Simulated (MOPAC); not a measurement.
Input file for MOPAC: PM3 on Cl2+, 2S+1 = 2, a spin state set in the input, which need not be the lowest, a point of a bond scan (R = 1.799 Å). Charge +1.

```
PM3 1SCF PRECISE CHARGE=1 UHF MS=0.5 THREADS=1
Cl2

Cl     0.00000000 1     0.00000000 1     0.00000000 1
Cl     0.00000000 1     0.00000000 1     1.79900600 1
```

The log:

```
*******************************************************************************
 **                                                                           **
 **                              MOPAC v23.2.5                                **
 **                                                                           **
 *******************************************************************************
 ** MOPAC's Digital Object Identifier: https://doi.org/10.5281/zenodo.6511958 **
 **                                                                           **
 ** Please cite the open-source release paper for use of this MOPAC version:  **
 ** J. E. Moussa and J. J. P. Stewart (2026)                                  **
 ** MOPAC: An open-source semiempirical molecular orbital program             **
 ** J. Open Source Softw., 11(119), 8025, https://doi.org/10.21105/joss.08025 **
 *******************************************************************************

                              PM3 CALCULATION RESULTS

 *******************************************************************************
 *  PM3        - The PM3 Hamiltonian to be used
 *  UHF        - UNRESTRICTED HARTREE-FOCK CALCULATION
 *
 *
 *
 *                 CHARGE ON SYSTEM = +1
 *
 *
 *
 *  MS=        - IN MECI, MAGNETIC COMPONENT OF SPIN =  0.5
 *  PRECISE    - TIGHTER CRITERIA TO BE USED
 *  1SCF       - DO 1 SCF AND THEN STOP
 *  THREADS=1  - MULTI-THREADING NOT USED
 *  T=         - A TIME OF 172800.0 SECONDS REQUESTED
 *  DUMP=N     - RESTART FILE WRITTEN EVERY 7200.0 SECONDS REQUESTED
 *******************************************************************************
PM3 1SCF PRECISE CHARGE=1 UHF MS=0.5 THREADS=1
 Cl2

   ATOM   CHEMICAL          X               Y               Z
  NUMBER   SYMBOL      (ANGSTROMS)     (ANGSTROMS)     (ANGSTROMS)

     1      Cl          0.00000000  *   0.00000000  *   0.00000000  *
     2      Cl          0.00000000  *   0.00000000  *   1.79900600  *



          CARTESIAN COORDINATES

    NO.       ATOM           X           Y           Z

     1        Cl          0.0000      0.0000      0.0000
     2        Cl          0.0000      0.0000      1.7990

 Cl: (PM3): J. J. P. STEWART, J. COMP. CHEM. 10, 209 (1989).

           Empirical Formula: Cl2  =     2 atoms



      MOLECULAR POINT GROUP   :   D*h


          UHF CALCULATION, NO. OF ALPHA ELECTRONS =    7
                           NO. OF BETA  ELECTRONS =    6

 -------------------------------------------------------------------------------
 PM3 1SCF PRECISE CHARGE=1 UHF MS=0.5 THREADS=1
 Cl2



     1SCF WAS SPECIFIED, SO BFGS WAS NOT USED
     SCF FIELD WAS ACHIEVED


                              PM3 CALCULATION
                                                       MOPAC v23.2.5 Linux




          FINAL HEAT OF FORMATION =        248.22773 KCAL/MOL =    1038.58482 KJ/MOL


          COSMO AREA              =         75.54 SQUARE ANGSTROMS
          COSMO VOLUME            =         58.55 CUBIC ANGSTROMS

          IONIZATION POTENTIAL    =         17.566918 EV
          ALPHA SOMO LUMO (EV)    =        -17.581 -7.523
          BETA  SOMO LUMO (EV)    =        -17.567-10.460
          NO. OF ALPHA ELECTRONS  =          7
          NO. OF BETA  ELECTRONS  =          6
          MOLECULAR WEIGHT        =         70.9060         POINT GROUP:  D*h

          MOLECULAR DIMENSIONS (Angstroms)

            Atom       Atom       Distance
           Cl     2   Cl     1     1.79901
           Cl     2   Cl     1     0.00000
           Cl     1   Cl     2     0.00000


          SCF CALCULATIONS        =          1





   ATOM   CHEMICAL          X               Y               Z
  NUMBER   SYMBOL      (ANGSTROMS)     (ANGSTROMS)     (ANGSTROMS)

     1      Cl          0.00000000  *   0.00000000  *   0.00000000  *
     2      Cl          0.00000000  *   0.00000000  *   1.79900600  *

                             CARTESIAN COORDINATES

   1   Cl        0.000000000     0.000000000     0.000000000
   2   Cl        0.000000000     0.000000000     1.799006000


           Empirical Formula: Cl2  =     2 atoms



      MOLECULAR POINT GROUP   :   D*h


          ALPHA EIGENVALUES
 -69.33316 -55.86109 -22.00418 -20.37698 -20.35695 -17.60085 -17.58082  -7.52271


           BETA EIGENVALUES
 -67.86037 -53.95513 -21.95402 -20.35640 -19.99050 -17.56692 -10.45970  -7.44817


              NET ATOMIC CHARGES AND DIPOLE CONTRIBUTIONS

  ATOM NO.   TYPE          CHARGE      No. of ELECS.   s-Pop       p-Pop
    1         Cl           0.500000        6.5000     1.98802     4.51198
    2         Cl           0.500000        6.5000     1.98802     4.51198
 DIPOLE           X         Y         Z       TOTAL
 POINT-CHG.     0.000     0.000     0.000     0.000
 HYBRID        -0.000    -0.000    -0.000     0.000
 SUM           -0.000    -0.000     0.000     0.000


          ATOMIC ORBITAL ELECTRON POPULATIONS

     Atom    s        px        py        pz
    1 Cl   1.98802   2.00000   1.50000   1.01198
    2 Cl   1.98802   2.00000   1.50000   1.01198


                    (SZ)    =    0.500000
                    (S**2)  =    0.750052


          ATOMIC ORBITAL SPIN POPULATIONS

    Atom   Total    s     px     py     pz
         Atomic
    1 Cl  0.5000  0.001  0.000  0.500 -0.001
    2 Cl  0.5000  0.001  0.000  0.500 -0.001

 **********************
 *                    *
 * JOB ENDED NORMALLY *
 *                    *
 **********************




 == MOPAC DONE ==
```

The run finished.

Cost: roughly 0.020 core-seconds.
